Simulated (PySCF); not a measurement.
# Electric field gradients and quadrupole coupling constants

Species: C₆H₁₃NSi.
Structure used (GFN2-xTB), in Å, numbered top down from 1:
```xyz
21
C6H13NSi angstrom
C     -2.6002    1.4375    0.6482
C     -1.6597    0.5802    0.2939
C     -1.8959   -0.7839   -0.3005
C     -0.5136   -1.4411   -0.3090
C      0.4502   -0.2672   -0.4873
Si     2.2554   -0.6749   -0.0690
N      3.0796    0.8373   -0.0186
C     -0.1765    0.8103    0.4023
H     -2.3596    2.4068    1.0518
H     -3.6481    1.2060    0.5533
H     -2.2722   -0.6736   -1.3218
H     -2.6350   -1.3539    0.2639
H     -0.3315   -1.9277    0.6516
H     -0.4079   -2.1911   -1.0925
H      0.3700    0.0695   -1.5274
H      2.7642   -1.6513   -1.0490
H      2.3824   -1.2265    1.2820
H      2.8852    1.5277   -0.7257
H      4.0617    0.8434    0.2017
H      0.1088    1.8202    0.1098
H      0.1337    0.6693    1.4417
```

Field gradients from the PBE0/pcSseg-1 density (PySCF, non-relativistic), principal values in atomic units, ordered |Vxx| ≤ |Vyy| ≤ |Vzz|:

```
atom     Vxx     Vyy      Vzz
  N7  0.3116  0.6306  -0.9422
```

Question: Find the asymmetry η = (Vxx − Vyy)/Vzz and the couplings χ = eQV/h (234.96 MHz × Q in barn × V in au), with Q(14N) = 0.02044 b.

Answer: 
| atom | environment | nucleus | η | χzz (MHz) | χxx (MHz) | χyy (MHz) |
| --- | --- | --- | --- | --- | --- | --- |
| N7 | silicon-bound nitrogen | 14N | 0.34 | -4.525 | 1.496 | 3.029 |

Question: What is Vzz at N7 in SI units (1 au = 9.71736 × 10²¹ V/m²)?

Answer: -0.9422 au = -9.155 × 10²¹ V/m².

Question: And the gradient at the other heavy atoms, for which no coupling is worked out here?

Answer: 
```csv
atom,environment,Vzz (au),η
C1,terminal =CH2 carbon,0.211,0.61
C2,fully substituted alkene carbon,0.328,0.71
C3,allylic carbon,0.046,0.93
C4,ring CH2 carbon,0.073,0.61
C5,sp3 carbon bound to silicon,-0.109,0.46
Si6,SiH2 silicon,0.222,0.14
C8,allylic carbon,0.066,0.57
```

Question: What couplings would deuterons (Q(2H) = 0.00286 b) have in place of the hydrogens, at this geometry?

Answer: 
```
atom  bonded to  bond length (Å)  Vzz (au)     η  χzz (kHz)
  H9         C1            1.077    0.3392  0.06        228
 H10         C1            1.077    0.3389  0.06        228
 H11         C3            1.094    0.3025  0.01        203
 H12         C3            1.091    0.3090  0.01        208
 H13         C4            1.092    0.3028  0.02        204
 H14         C4            1.090    0.3103  0.01        209
 H15         C5            1.096    0.3011  0.01        202
 H16        Si6            1.474    0.1537  0.01        103
 H17        Si6            1.465    0.1613  0.03        108
 H18         N7            1.007    0.4308  0.16        289
 H19         N7            1.007    0.4318  0.17        290
 H20         C8            1.090    0.3115  0.02        209
 H21         C8            1.094    0.3017  0.02        203
```

One conformer (not necessarily the lowest) at the GFN2-xTB geometry, without solvent, vibrations or thermal averaging. GFN2-xTB bond lengths can be off by several hundredths of an ångström, more for odd bonds, and the gradients follow them. The basis is small and wasn't made for field gradients, so the couplings can be 20 % off.

The run behind these numbers computed NMR shieldings as well. On one thread of an AMD EPYC 9R45, no GPU, shared host with 96 logical CPUs at a one-minute load of 16, this took 24 s wall (grids of density and orbitals included) and 1.0 GiB of memory at its peak.
